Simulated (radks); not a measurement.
Coulomb parameter of the 4d shell of neutral zirconium in the model configuration [Kr] 4d3 5s1, as a second difference U = [E(n + 0.25) + E(n - 0.25) - 2 E(n)] / (0.25)^2 with all orbitals relaxed. "Bare": the charge of the atom changes with n. "Screened": the 5s shell takes up the change at fixed total charge, which measures U(4d,4d) + U(5s,5s) - 2 U(4d,5s). Method: scalar-relativistic Kohn-Sham, BLYP, spin-unpolarised, spherical densities, finite nucleus; Fermi nuclear charge, rms radius 4.2694 fm; computed with a radial shooting solver on a logarithmic mesh with Libxc functionals.

case                 configuration  E - E(n) (eV)
start                 [Kr] 4d3 5s1          0.000
bare +0.25         [Kr] 4d3.25 5s1         -0.367
bare -0.25         [Kr] 4d2.75 5s1          0.756
screened +0.25  [Kr] 4d3.25 5s0.75          0.406
screened -0.25  [Kr] 4d2.75 5s1.25         -0.372

U(bare) = 6.231 eV, U(screened by 5s) = 0.547 eV, against the Slater integral F0(4d,4d) = 9.988 eV with frozen orbitals. The step up makes a negative ion, whose loosely bound charge lowers the bare value.
